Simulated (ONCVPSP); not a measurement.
**Reading a pseudo-wave (S)**

Columns: radius, all-electron u(r) and pseudo u(r) of the 3s shell (level -27.56 eV) of sulfur in the configuration [Ne] 3s2 3p3; PBEsol, scalar-relativistic, ONCV scheme, ONCVPSP 4.0.1.

```
r (bohr)  all-electron  pseudo
   0.070        0.2011  0.0128
   0.140       -0.0436  0.0282
   0.210       -0.2797  0.0485
   0.280       -0.4027  0.0756
   0.350       -0.4158  0.1107
   0.420       -0.3478  0.1543
   0.490       -0.2296  0.2062
   0.560       -0.0862  0.2656
   0.630        0.0651  0.3311
   0.700        0.2124  0.4008
   0.770        0.3483  0.4728
   0.840        0.4688  0.5446
   0.910        0.5723  0.6139
   0.980        0.6584  0.6781
   1.050        0.7275  0.7349
   1.120        0.7806  0.7823
   1.190        0.8190  0.8189
   1.260        0.8441  0.8439
   1.330        0.8577  0.8576
   1.400        0.8612  0.8611
   1.470        0.8562  0.8562
   1.540        0.8442  0.8442
   1.610        0.8264  0.8263
   1.680        0.8039  0.8039
   1.750        0.7778  0.7778
   1.820        0.7490  0.7490
```

Problem. How many radial nodes do the two functions have?

Solution. The all-electron 3s function has n − l − 1 = 2; the pseudo-wave has 0, since the states of the same l below it are removed with the core.

Problem. At about which radius was the pseudo-wave matched?

Solution. 1.35 bohr. The columns agree to 0.0005 from 1.19 bohr on; several derivatives are matched, so the curves merge somewhat inside the radius.

Problem. Where does each function peak?

Solution. Outermost all-electron maximum near 1.40 bohr, pseudo maximum near 1.40 bohr (to the table’s step).

Problem. Is the pseudo-wave norm-conserving?

Solution. Yes: the ONCV scheme keeps the norm inside the radius equal to the all-electron one, which fixes the energy derivative of the logarithmic derivative at the level.
